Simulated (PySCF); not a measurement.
Job file and geometry (Å, from GFN2-xTB) of an NMR shielding run on SMILES [BH3-][P+]1(C)C=C1, C3H8BP, GIAO PBE0/pcSseg-1 NMR shielding, non-relativistic, gas phase in PySCF 2.14.0, density-fitted response routines; density fitting, a coarse starting grid and PySCF grid level 2 are the driver's defaults:

```
{"job": {"kind": "nmr", "xc": "PBE0", "basis": "pcSseg-1"}, "charge": 0, "multiplicity": 1}
B     -0.940535     1.780915    -0.243729
P      0.035385     0.109205    -0.013294
C     -0.834851    -1.516459     0.153839
C      1.678543    -0.120342     0.730621
C      1.719229    -0.277370    -0.579529
H     -1.562669     1.620349    -1.244411
H     -1.626511     1.854032     0.725023
H     -0.093911     2.609281    -0.314519
H     -1.507909    -1.468227     1.009159
H     -1.435200    -1.687356    -0.739361
H     -0.128965    -2.332784     0.285727
H      2.299682    -0.106423     1.600906
H      2.393325    -0.464334    -1.388161
```

Question: Write the output of this run.

Answer: 
```
coarse grid: 10928 points
cycle   1  E = -484.8096102071  dE =  5.189e-01  |g| = 4.288e-01  |ddm| = 3.175e+00
cycle   2  E = -484.8217073707  dE = -1.210e-02  |g| = 3.846e-01  |ddm| = 1.043e+00
cycle   3  E = -484.8684287263  dE = -4.672e-02  |g| = 3.176e-02  |ddm| = 4.930e-01
cycle   4  E = -484.8686397113  dE = -2.110e-04  |g| = 1.563e-02  |ddm| = 6.030e-02
cycle   5  E = -484.8687058509  dE = -6.614e-05  |g| = 3.022e-03  |ddm| = 2.347e-02
cycle   6  E = -484.8687084097  dE = -2.559e-06  |g| = 1.285e-03  |ddm| = 5.687e-03
final grid: 99736 points
cycle   7  E = -484.8992112056  dE = -2.728e-05  |g| = 7.659e-03  |ddm| = 2.322e-02
cycle   8  E = -484.8992064975  dE =  4.708e-06  |g| = 8.835e-03  |ddm| = 1.565e-02
cycle   9  E = -484.8992266330  dE = -2.014e-05  |g| = 9.714e-04  |ddm| = 9.383e-03
cycle  10  E = -484.8992269270  dE = -2.940e-07  |g| = 1.561e-04  |ddm| = 1.373e-03
cycle  11  E = -484.8992269321  dE = -5.077e-09  |g| = 8.407e-05  |ddm| = 2.161e-04
cycle  12  E = -484.8992269339  dE = -1.759e-09  |g| = 2.324e-05  |ddm| = 8.736e-05
cycle  13  E = -484.8992269340  dE = -1.316e-10  |g| = 6.720e-06  |ddm| = 2.458e-05
converged SCF energy = -484.8992269340

GIAO shielding tensors (ppm)
atom      isotropic    diamagn.    paramagn.     s11        s22        s33       span
  0 B      145.244     188.697     -43.453    128.801    141.153    165.778     36.977
  1 P      473.536     964.724    -491.188    239.400    247.735    933.474    694.075
  2 C      161.745     254.138     -92.393    126.468    162.276    196.490     70.022
  3 C       37.354     262.302    -224.949   -110.277     38.635    183.702    293.979
  4 C       37.480     262.307    -224.828   -110.087     38.793    183.733    293.820
  5 H       30.247      28.524       1.724     27.083     29.379     34.280      7.197
  6 H       30.249      28.525       1.723     27.084     29.380     34.281      7.197
  7 H       31.346      28.657       2.689     27.718     29.085     37.236      9.517
  8 H       29.888      30.108      -0.220     26.187     27.782     35.696      9.509
  9 H       29.874      30.092      -0.218     26.185     27.762     35.674      9.489
 10 H       31.332      30.716       0.616     26.889     28.904     38.203     11.313
 11 H       22.728      32.855     -10.127     19.246     24.393     24.545      5.299
 12 H       22.735      32.856     -10.121     19.261     24.399     24.545      5.284
```

Size and cost of the density-fitted run: 132 basis functions, roughly 24 core-seconds.
